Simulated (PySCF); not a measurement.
cobalt atom (Co), quartet; DF-TPSS/def2-SVP (PySCF).

Input for PySCF:
```python
from pyscf import gto, scf, dft

mol = gto.Mole()
mol.atom = '''
    Co    0.000000    0.000000    0.000000
'''
mol.basis = 'def2-svp'
mol.charge = 0
mol.spin = 3
mol.verbose = 4
mol.build()

mf = dft.UKS(mol)
mf.xc = 'tpss'
mf = mf.density_fit(auxbasis='def2-universal-jkfit')
mf.kernel()
mf.analyze()
```

Output, abridged:

```
PySCF version 2.14.0

[INPUT] verbose = 4
[INPUT] num. atoms = 1
[INPUT] num. electrons = 27
[INPUT] charge = 0
[INPUT] spin (= nelec alpha-beta = 2S) = 3
[INPUT] symmetry False subgroup None
[INPUT] Mole.unit = angstrom
[INPUT] Symbol           X                Y                Z      unit          X                Y                Z       unit  Magmom
[INPUT]  1 Co     0.000000000000   0.000000000000   0.000000000000 AA    0.000000000000   0.000000000000   0.000000000000 Bohr   0.0

nuclear repulsion = 0
number of shells = 11
number of NR pGTOs = 73
number of NR cGTOs = 31
basis = def2-svp
ecp = {}

******** <class 'pyscf.df.df_jk.DFUKS'> ********
method = DFUKS
initial guess = minao
damping factor = 0
level_shift factor = 0
DIIS = <class 'pyscf.scf.diis.CDIIS'>
diis_start_cycle = 1
diis_space = 8
diis_damp = 0
SCF conv_tol = 1e-09
SCF conv_tol_grad = None
SCF max_cycles = 50
direct_scf = False
number electrons alpha = 15  beta = 12
XC library pyscf.dft.libxc version 7.1.2
    S. Lehtola, C. Steigemann, M. J. T. Oliveira, and M. A. L. Marques,  SoftwareX 7, 1–5 (2018)
XC functionals = tpss
    J. Tao, J. P. Perdew, V. N. Staroverov, and G. E. Scuseria,  Phys. Rev. Lett. 91, 146401 (2003)
    J. P. Perdew, J. Tao, V. N. Staroverov, and G. E. Scuseria,  J. Chem. Phys. 120, 6898 (2004)
    J. Tao, J. P. Perdew, V. N. Staroverov, and G. E. Scuseria,  Phys. Rev. Lett. 91, 146401 (2003)
    J. P. Perdew, J. Tao, V. N. Staroverov, and G. E. Scuseria,  J. Chem. Phys. 120, 6898 (2004)
radial grids:
    Treutler-Ahlrichs [JCP 102, 346 (1995); DOI:10.1063/1.469408] (M4) radial grids

becke partition: Becke, JCP 88, 2547 (1988); DOI:10.1063/1.454033
pruning grids: <function nwchem_prune>
grids dens level: 3
symmetrized grids: False
atomic radii adjust function: <function treutler_atomic_radii_adjust>
small_rho_cutoff = 0
Set gradient conv threshold to 3.16228e-05
tot grids = 20904
init E= -1381.8387366839

cycle= 1 E= -1371.55766841514  delta_E= 10.3  |g|= 2.13  |ddm|= 10.6

cycle= 2 E= -1378.85495401081  delta_E= -7.3  |g|= 2.14  |ddm|= 9.32

cycle= 3 E= -1381.18592696077  delta_E= -2.33  |g|= 1.71  |ddm|= 2.04

cycle= 4 E= -1381.33059962713  delta_E= -0.145  |g|= 1.64  |ddm|= 1.44

cycle= 5 E= -1381.20727799816  delta_E= 0.123  |g|= 1.72  |ddm|= 1.67

cycle= 6 E= -1381.20786156002  delta_E= -0.000584  |g|= 1.72  |ddm|= 0.0985

cycle= 7 E= -1381.20662694283  delta_E= 0.00123  |g|= 1.72  |ddm|= 0.416

cycle= 8 E= -1381.20457780463  delta_E= 0.00205  |g|= 1.72  |ddm|= 0.17

cycle= 9 E= -1381.20458209987  delta_E= -4.3e-06  |g|= 1.72  |ddm|= 0.15

cycle= 10 E= -1381.52361355907  delta_E= -0.319  |g|= 1.55  |ddm|= 0.608
cycle= 11 E= -1382.46991621705  delta_E= -0.946  |g|= 0.392  |ddm|= 1.18
cycle= 12 E= -1382.46200309017  delta_E= 0.00791  |g|= 0.457  |ddm|= 1.16
cycle= 13 E= -1382.53199017997  delta_E= -0.07  |g|= 0.203  |ddm|= 0.522
cycle= 14 E= -1382.54035023386  delta_E= -0.00836  |g|= 0.136  |ddm|= 0.11
cycle= 15 E= -1382.54610780141  delta_E= -0.00576  |g|= 0.0653  |ddm|= 0.303
cycle= 16 E= -1382.54789237298  delta_E= -0.00178  |g|= 0.0122  |ddm|= 0.135
cycle= 17 E= -1382.54795272436  delta_E= -6.04e-05  |g|= 0.0043  |ddm|= 0.0298
cycle= 18 E= -1382.54796056042  delta_E= -7.84e-06  |g|= 0.00089  |ddm|= 0.00616
cycle= 19 E= -1382.54796111912  delta_E= -5.59e-07  |g|= 0.000171  |ddm|= 0.00251
cycle= 20 E= -1382.54796151986  delta_E= -4.01e-07  |g|= 0.00028  |ddm|= 0.00433
cycle= 21 E= -1382.54796237679  delta_E= -8.57e-07  |g|= 8.23e-05  |ddm|= 0.013
cycle= 22 E= -1382.54796248428  delta_E= -1.07e-07  |g|= 9.45e-05  |ddm|= 0.00242
cycle= 23 E= -1382.54796255496  delta_E= -7.07e-08  |g|= 0.000128  |ddm|= 0.00111
cycle= 24 E= -1382.54796262196  delta_E= -6.7e-08  |g|= 7.5e-05  |ddm|= 0.000987
cycle= 25 E= -1382.54796278848  delta_E= -1.67e-07  |g|= 7.18e-05  |ddm|= 0.00243
cycle= 26 E= -1382.54796298346  delta_E= -1.95e-07  |g|= 7.61e-05  |ddm|= 0.00286
cycle= 27 E= -1382.5479634456  delta_E= -4.62e-07  |g|= 7.03e-05  |ddm|= 0.00684
cycle= 28 E= -1382.54796347665  delta_E= -3.1e-08  |g|= 7.01e-05  |ddm|= 0.000453
cycle= 29 E= -1382.54796447047  delta_E= -9.94e-07  |g|= 0.000107  |ddm|= 0.0148
cycle= 30 E= -1382.54796457882  delta_E= -1.08e-07  |g|= 7.05e-05  |ddm|= 0.00157
cycle= 31 E= -1382.54796730446  delta_E= -2.73e-06  |g|= 0.00224  |ddm|= 0.0963
cycle= 32 E= -1382.54796791823  delta_E= -6.14e-07  |g|= 0.00166  |ddm|= 0.0124
cycle= 33 E= -1382.54796761398  delta_E= 3.04e-07  |g|= 0.000589  |ddm|= 0.0309
cycle= 34 E= -1382.54796724136  delta_E= 3.73e-07  |g|= 0.000444  |ddm|= 0.00818
cycle= 35 E= -1382.54796620143  delta_E= 1.04e-06  |g|= 7.7e-05  |ddm|= 0.0196
cycle= 36 E= -1382.5479667383  delta_E= -5.37e-07  |g|= 0.000107  |ddm|= 0.00902
cycle= 37 E= -1382.54796462602  delta_E= 2.11e-06  |g|= 0.000284  |ddm|= 0.0333
cycle= 38 E= -1382.54796382822  delta_E= 7.98e-07  |g|= 0.000347  |ddm|= 0.0117
cycle= 39 E= -1382.54796389455  delta_E= -6.63e-08  |g|= 0.000376  |ddm|= 0.00121
cycle= 40 E= -1382.54796586634  delta_E= -1.97e-06  |g|= 0.000242  |ddm|= 0.0297
cycle= 41 E= -1382.54796763063  delta_E= -1.76e-06  |g|= 0.000204  |ddm|= 0.03
cycle= 42 E= -1382.5479681836  delta_E= -5.53e-07  |g|= 0.000242  |ddm|= 0.0103
cycle= 43 E= -1382.54796928612  delta_E= -1.1e-06  |g|= 0.00013  |ddm|= 0.0212
cycle= 44 E= -1382.54796980767  delta_E= -5.22e-07  |g|= 0.000167  |ddm|= 0.0112
cycle= 45 E= -1382.54796948579  delta_E= 3.22e-07  |g|= 0.000708  |ddm|= 0.00558
cycle= 46 E= -1382.54796775502  delta_E= 1.73e-06  |g|= 0.00181  |ddm|= 0.00948
cycle= 47 E= -1382.54796800876  delta_E= -2.54e-07  |g|= 0.00137  |ddm|= 0.00891
cycle= 48 E= -1382.54796948838  delta_E= -1.48e-06  |g|= 0.000309  |ddm|= 0.0136
cycle= 49 E= -1382.54796994018  delta_E= -4.52e-07  |g|= 0.000348  |ddm|= 0.0104
cycle= 50 E= -1382.54797077299  delta_E= -8.33e-07  |g|= 9.14e-05  |ddm|= 0.0186
SCF not converged.
SCF energy = -1382.54797077299 after 50 cycles  <S^2> = 3.7535536  2S+1 = 4.0017764
**** SCF Summaries ****
Total Energy =                       -1382.547970772986901
Nuclear Repulsion Energy =               0.000000000000000
One-electron Energy =                -1914.139486439657276
Two-electron Energy =                  531.591515666670261
Two-electron Coulomb Energy =          590.902898704564336
DFT Exchange-Correlation Energy =      -59.311383037894068
**** MO energy ****
                             alpha | beta                alpha | beta
MO #1   energy= -276.696526365571  | -276.69592903842   occ= 1 | 1
MO #2   energy= -32.5166398572567  | -32.4695979219408  occ= 1 | 1
MO #3   energy= -28.1808229373908  | -28.1432998222566  occ= 1 | 1
MO #4   energy= -28.1807765078433  | -28.1432947108039  occ= 1 | 1
MO #5   energy= -28.1790410287522  | -28.1397408393716  occ= 1 | 1
MO #6   energy= -3.68362958958304  | -3.56190104732434  occ= 1 | 1
MO #7   energy= -2.38676830303206  | -2.26773310701336  occ= 1 | 1
MO #8   energy= -2.38662822523037  | -2.26273280313145  occ= 1 | 1
MO #9   energy= -2.38622308530358  | -2.26267063609201  occ= 1 | 1
MO #10  energy= -0.301401916527919 | -0.213519697475756 occ= 1 | 1
MO #11  energy= -0.301388892882222 | -0.213302069976936 occ= 1 | 1
MO #12  energy= -0.295617242581358 | -0.162333105719867 occ= 1 | 1
MO #13  energy= -0.258166325428407 | -0.146765029941246 occ= 1 | 0
MO #14  energy= -0.258073432880872 | -0.134810932719158 occ= 1 | 0
MO #15  energy= -0.18577404767351  | -0.134780227934374 occ= 1 | 0
MO #16  energy= 0.0088092651470415 | 0.0363031146288701 occ= 0 | 0
MO #17  energy= 0.0183237581189698 | 0.036392716093924  occ= 0 | 0
MO #18  energy= 0.0184531915929093 | 0.0477933338372152 occ= 0 | 0
MO #19  energy= 0.0600392412544952 | 0.0744202099805822 occ= 0 | 0
MO #20  energy= 0.980244862256574  | 1.02815891934279   occ= 0 | 0
MO #21  energy= 0.981970028980847  | 1.02827944042167   occ= 0 | 0
MO #22  energy= 0.982026846514174  | 1.07392729600437   occ= 0 | 0
MO #23  energy= 1.00030167167285   | 1.07422780977677   occ= 0 | 0

To work with the spin densities directly, `use mulliken_meta_spin()` only printing them here.

 ** Mulliken spin pop alpha/beta on meta-lowdin orthogonal AOs **
 ** Mulliken Spin Density (per AO)  **
spin_pop of  0 Co 1s        0.00000
spin_pop of  0 Co 2s        0.00000
spin_pop of  0 Co 3s        0.00003
spin_pop of  0 Co 4s        0.17201
spin_pop of  0 Co 5s        0.00908
spin_pop of  0 Co 2px      -0.00000
spin_pop of  0 Co 2py      -0.00000
spin_pop of  0 Co 2pz      -0.00000
spin_pop of  0 Co 3px       0.00002
spin_pop of  0 Co 3py       0.00004
spin_pop of  0 Co 3pz       0.00003
spin_pop of  0 Co 4px      -0.00001
spin_pop of  0 Co 4py      -0.00002
spin_pop of  0 Co 4pz      -0.00001
spin_pop of  0 Co 3dxy      0.82982
spin_pop of  0 Co 3dyz      0.12288
spin_pop of  0 Co 3dz^2     0.95405
spin_pop of  0 Co 3dxz      0.47976
spin_pop of  0 Co 3dx2-y2    0.42764
spin_pop of  0 Co 4dxy      0.00118
spin_pop of  0 Co 4dyz      0.00064
spin_pop of  0 Co 4dz^2     0.00136
spin_pop of  0 Co 4dxz      0.00075
spin_pop of  0 Co 4dx2-y2    0.00079
spin_pop of  0 Co 4f-3     -0.00000
spin_pop of  0 Co 4f-2     -0.00001
spin_pop of  0 Co 4f-1     -0.00001
spin_pop of  0 Co 4f+0     -0.00001
spin_pop of  0 Co 4f+1     -0.00000
spin_pop of  0 Co 4f+2     -0.00001
spin_pop of  0 Co 4f+3     -0.00001
 ** Mulliken Spin Density (per atom)  **
spin density of  0 Co =      3.00000
 ** Mulliken pop alpha/beta on meta-lowdin orthogonal AOs **
 ** Mulliken pop       alpha | beta **
pop of  0 Co 1s        1.00000 | 1.00000
pop of  0 Co 2s        0.99999 | 0.99999
pop of  0 Co 3s        0.99998 | 0.99995
pop of  0 Co 4s        0.98931 | 0.81730
pop of  0 Co 5s        0.01078 | 0.00170
pop of  0 Co 2px       1.00000 | 1.00000
pop of  0 Co 2py       1.00000 | 1.00000
pop of  0 Co 2pz       1.00000 | 1.00000
pop of  0 Co 3px       0.99999 | 0.99996
pop of  0 Co 3py       0.99999 | 0.99995
pop of  0 Co 3pz       0.99999 | 0.99995
pop of  0 Co 4px       0.00000 | 0.00001
pop of  0 Co 4py       0.00000 | 0.00002
pop of  0 Co 4pz       0.00000 | 0.00002
pop of  0 Co 3dxy      0.99877 | 0.16894
pop of  0 Co 3dyz      0.99925 | 0.87637
pop of  0 Co 3dz^2     0.99861 | 0.04455
pop of  0 Co 3dxz      0.99913 | 0.51937
pop of  0 Co 3dx2-y2    0.99911 | 0.57147
pop of  0 Co 4dxy      0.00123 | 0.00006
pop of  0 Co 4dyz      0.00075 | 0.00011
pop of  0 Co 4dz^2     0.00139 | 0.00003
pop of  0 Co 4dxz      0.00083 | 0.00008
pop of  0 Co 4dx2-y2    0.00087 | 0.00008
pop of  0 Co 4f-3      0.00000 | 0.00001
pop of  0 Co 4f-2      0.00001 | 0.00002
pop of  0 Co 4f-1      0.00001 | 0.00002
pop of  0 Co 4f+0      0.00001 | 0.00002
pop of  0 Co 4f+1      0.00000 | 0.00000
pop of  0 Co 4f+2      0.00001 | 0.00002
pop of  0 Co 4f+3      0.00001 | 0.00002
In total            15.00000 | 12.00000
 ** Mulliken atomic charges   ( Nelec_alpha | Nelec_beta ) **
charge of  0Co =      0.00000  (    15.00000     12.00000 )
Dipole moment(X, Y, Z, Debye):  0.00000, -0.00000, -0.00000
```

Convergence was not reached.
